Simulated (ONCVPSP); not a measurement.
Reading a pseudo-wave (Ni (Z = 28))

Columns: radius, all-electron u(r) and pseudo u(r) of the 3s shell (level -105.80 eV) of nickel in the configuration [Ne] 3s2 3p6 3d9 4s1; BLYP, scalar-relativistic, ONCV scheme, ONCVPSP 4.0.1.

| r (bohr) | all-electron | pseudo |
| --- | --- | --- |
| 0.062 | 0.1043 | 0.1156 |
| 0.125 | -0.5584 | 0.2401 |
| 0.188 | -0.6654 | 0.3763 |
| 0.250 | -0.3622 | 0.5230 |
| 0.312 | 0.0894 | 0.6781 |
| 0.375 | 0.5317 | 0.8353 |
| 0.438 | 0.8809 | 0.9800 |
| 0.500 | 1.1134 | 1.0978 |
| 0.562 | 1.2447 | 1.1822 |
| 0.625 | 1.2938 | 1.2281 |
| 0.688 | 1.2802 | 1.2325 |
| 0.750 | 1.2254 | 1.1990 |
| 0.812 | 1.1452 | 1.1346 |
| 0.875 | 1.0493 | 1.0467 |
| 0.938 | 0.9479 | 0.9475 |
| 1.000 | 0.8483 | 0.8481 |
| 1.062 | 0.7527 | 0.7526 |
| 1.125 | 0.6619 | 0.6617 |
| 1.188 | 0.5786 | 0.5785 |
| 1.250 | 0.5044 | 0.5043 |
| 1.312 | 0.4381 | 0.4380 |
| 1.375 | 0.3783 | 0.3782 |
| 1.438 | 0.3258 | 0.3257 |
| 1.500 | 0.2805 | 0.2804 |
| 1.562 | 0.2410 | 0.2410 |
| 1.625 | 0.2062 | 0.2061 |

Task: How many radial nodes do the two functions have?

Result: The all-electron 3s function has n − l − 1 = 2; the pseudo-wave has 0, since the states of the same l below it are removed with the core.

Task: At about which radius was the pseudo-wave matched?

Result: 1.00 bohr, where the columns begin to agree (steps of 0.06 bohr).

Task: Is the pseudo-wave norm-conserving?

Result: Yes: the ONCV scheme keeps the norm inside the radius equal to the all-electron one, which fixes the energy derivative of the logarithmic derivative at the level.
